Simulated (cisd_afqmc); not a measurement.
Input (AFQMC/CISD/def2-TZVPPD; cisd_afqmc is a phaseless AFQMC code with CISD trial states that reads the integrals written by Ansatz): A basis named .json is the Basis Set Exchange file of that set.

Ansatz 0.2 input:
```python
import cisd_afqmc

open("ham.yaml", "w").write("""\
crystal:
  periodic: [false, false, false]
  atoms:
    - {symbol: Cl, position_ang: [0.00000000, 0.00000000, 0.00000000]}
basis:
  gaussian:
    orbitals: def2-TZVPPD.json
magnetization: {spin_polarized: true, initial_magnetization: 1}
correlation: {method: ccsd, electrons: outside_noble_gas, hamiltonian_folder: ham}
scf: {lower_state_search: full}
""")
rep = cisd_afqmc.ansatz("ham.yaml")
e_ccsd = rep["correlation"]["coupled_cluster"]["energy"]["hartree"]
out = cisd_afqmc.run("ham", e_ccsd, trial="CISD", walkers=200, populations=8, threads=8, dt=0.005, steps=40, early=24, settle=10, least=32,
    cut=5e-5, rank_cut=2e-4, target=0.0004, seconds=1500, seed=1, memory=12960, gpu=False)
```

Output:

```
orbitals 46, occupied [4, 3], factors 236 of 293, rank of the doubles 153 of 297
E(HF) = -459.477169
E(CCSD) on the cut factors = -459.660219, shift to the whole factors -0.000000
Energy of the trial state on the determinant = -459.660190
  tau behind 7.2 of longer steps, mean of the populations' last blocks
   2.0  -459.66705
   4.0  -459.66687
   6.0  -459.66781
   8.0  -459.66667
blocks 335 (3 outliers left out), error by blocks joined: 1: 0.00006, 2: 0.00008, 4: 0.00009, 8: 0.00009, 16: 0.00010
E(AFQMC/CISD) = -459.66682 +/- 0.00010
```
